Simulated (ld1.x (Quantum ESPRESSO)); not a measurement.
# Before and after: TM potential for iodine

```
Element                 : I (Z = 53)
Generator               : ld1.x (Quantum ESPRESSO) 7.5
Type                    : norm-conserving Troullier–Martins (Kleinman–Bylander form)
Functional              : PBE
Relativity              : scalar-relativistic
Frozen core             : [Kr] 4d10
Valence charge          : 7
Reference configuration : 5s1.5 5p5.5
Partial waves           : 5p (bound): rc 1.85 bohr; 5d channel at 0.3 Ry: rc 1.75 bohr; 5s (bound): rc 1.25 bohr
Local potential         : the s channel
Core correction         : none
```

All-electron outer shells of the reference configuration (PBE, scalar-relativistic, ld1.x):

```json
{"shell": "4p", "level (eV)": "-128.26", "outermost node (bohr)": "0.37", "outermost maximum (bohr)": "0.72"}
{"shell": "4d", "level (eV)": "-50.94", "outermost node (bohr)": "0.35", "outermost maximum (bohr)": "0.78"}
{"shell": "5s", "level (eV)": "-17.77", "outermost node (bohr)": "0.88", "outermost maximum (bohr)": "1.70"}
{"shell": "5p", "level (eV)": "-7.36", "outermost node (bohr)": "0.96", "outermost maximum (bohr)": "2.02"}
```

Change: functional PBEsol.

Cutoffs: the cutoffs (Ry, on a coarse ladder) from which the occupation-weighted sum of valence levels, in a spherical-Bessel basis at the reference potential, stays within 10 and 1 mRy of its value at 400 Ry; they do not see the model core or the augmentation charge, which bear on the density cutoff. Errors are all-electron minus pseudo energies relative to the spin-unpolarised reference configuration.

Q: How do hardness, ghosts and transferability respond?

A: The potential gets neither clearly harder nor softer (120 Ry and 230 Ry → 120 Ry and 230 Ry); both files keep a bound ghost (d, p); of the 7 tests that both files solve, the error grows in 3 and shrinks in 3 by more than 15 % and 0.3 meV (median size 4.8 → 4.1 meV).

```csv
quantity,base,changed
"cutoff, loose",120 Ry,120 Ry
"cutoff, tight",230 Ry,230 Ry
bound ghosts,"p, d","p, d"
"error for 5s2 5p5, meV [ΔE -5.18 → -5.20 eV]",+4.8,+3.9
"error for 5s2 5p4, meV [ΔE 5.95 eV]",+4.7,+3.5
"error for 5s2 5p3, meV [ΔE 25.79 → 25.84 eV]",+9.0,+11
"error for 5s2 5p4.5, meV [ΔE -0.65 → -0.66 eV]",+4.7,+3.6
"error for 5s2 5p2, meV [ΔE 55.12 → 55.22 eV]",+38,+50
"error for 5s2 5p5.3, meV [ΔE -6.97 → -6.98 eV]",+4.6,+4.1
"error for 5s2 5p1, meV [ΔE 94.55 → 94.72 eV]",+148,+172
s: phases at 2.01 bohr within 0.05 rad from the reference energy up to (Ry; the scan ends near 5),-0.3,-0.3
p: phases at 2.01 bohr within 0.05 rad from the reference energy up to (Ry; the scan ends near 5),to the end of the scan,to the end of the scan
d: phases at 2.01 bohr within 0.05 rad from the reference energy up to (Ry; the scan ends near 5),1.6,1.6
```

 A true bound ghost makes a file unfit for plane-wave use even where its test errors are small: the radial tests pick states by their node count and pass the ghost by.
